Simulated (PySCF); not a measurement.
**BeZn⁺: energy against distance**

Set-up: PySCF, spin-free X2C with a Gaussian nucleus, basis sets Be x2c-SVPall, Zn x2c-SVPall. Energies in eV from Be⁺ + Zn in their ground configurations at the same level. State: ²Σ⁺ (doublet), unpaired electrons σ ↑.

All columns are PBE. A positive dipole points towards Zn; it is taken about the centre of mass and depends on that origin.

| R (Å) | E (eV) | μ (D) | Mulliken charge on Be (basis-dependent) | HOMO (eV) | LUMO (eV) | Mayer bond order | ⟨S²⟩ |
| --- | --- | --- | --- | --- | --- | --- | --- |
| 2.065 | -1.600 | -2.77 | 0.58 | -10.96 | -9.56 | 0.93 | 0.75 |
| 2.161 | -1.765 | -3.05 | 0.57 | -11.00 | -9.63 | 0.90 | 0.75 |
| 2.257 | -1.855 | -3.34 | 0.56 | -11.04 | -9.69 | 0.87 | 0.76 |
| 2.329 | -1.885 | -3.56 | 0.55 | -11.07 | -9.74 | 0.84 | 0.76 |
| 2.401 | -1.891 | -3.78 | 0.55 | -11.11 | -9.79 | 0.82 | 0.76 |
| 2.473 | -1.878 | -4.01 | 0.54 | -11.14 | -9.85 | 0.80 | 0.76 |
| 2.569 | -1.839 | -4.32 | 0.54 | -11.18 | -9.92 | 0.77 | 0.76 |
| 2.689 | -1.768 | -4.71 | 0.54 | -11.24 | -10.01 | 0.74 | 0.76 |
| 2.833 | -1.664 | -5.18 | 0.54 | -11.29 | -10.12 | 0.71 | 0.76 |
| 3.025 | -1.514 | -5.80 | 0.54 | -11.35 | -10.25 | 0.67 | 0.76 |

A fit through these points gives, at Re = 2.385 Å, μ = -3.73 D and dμ/dR = -3.13 D/Å; the reduced mass is 7.899 u.

Q: How strong is the fundamental in the double-harmonic approximation, I = 42.26·(dμ/dR)²/μred km/mol?

A: I = 42.26·(-3.13)²/7.899 = 52.4 km/mol at PBE.

For an ion De counts to the pair picked by the measured ionisation energies or electron affinities, which need not be the lowest pair at this level. The state was picked by a PBE0 search and need not be the measured ground state.
